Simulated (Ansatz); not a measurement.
Start from `N[CH2][GeH2][SiH3]` and change one atom or group to get `O[CH2][GeH2][SiH3]`.

Ansatz, PBE0-D4/def2-TZVP geometries, multiplicity 1. Each molecule was computed in one conformer, which needn't be the lowest.

Scalar relativity is left out up to krypton.

| property | `N[CH2][GeH2][SiH3]` |
| --- | --- |
| HOMO–LUMO gap (B3LYP/def2-TZVPP) / eV | 6.85 |
| HOMO–LUMO gap (ωB97M-V/def2-TZVPP) / eV | 11.23 |
| HOMO energy (PBE0/def2-TZVPP) / eV | -6.95 |
| size of the dipole moment (B3LYP/def2-TZVPP) / D | 1.81 |
| HOMO energy (B3LYP/def2-TZVPP) / eV | -6.74 |
| size of the dipole moment (ωB97M-V/def2-TZVPP) / D | 1.79 |

Q: Give the same properties after the change, and the shifts. (Best estimate.)

A: Ansatz gave: 
| property | `O[CH2][GeH2][SiH3]` | shift |
| --- | --- | --- |
| HOMO–LUMO gap (B3LYP/def2-TZVPP) / eV | 7.84 | 0.99 |
| HOMO–LUMO gap (ωB97M-V/def2-TZVPP) / eV | 11.97 | 0.74 |
| HOMO energy (PBE0/def2-TZVPP) / eV | -7.97 | -1.02 |
| size of the dipole moment (B3LYP/def2-TZVPP) / D | 1.80 | -0.01 |
| HOMO energy (B3LYP/def2-TZVPP) / eV | -7.76 | -1.02 |
| size of the dipole moment (ωB97M-V/def2-TZVPP) / D | 1.78 | -0.01 |

With PBE0 the HOMO falls by 1.02 eV and the LUMO falls by 0.05 eV, so the gap widens by about 0.97 eV. PBE moves the HOMO by -0.91 eV and ωB97M-V by -0.75 eV. Dipoles are sizes alone; their direction can turn.

B3LYP here is the variant with VWN-RPA as its local correlation; programs differ in this.
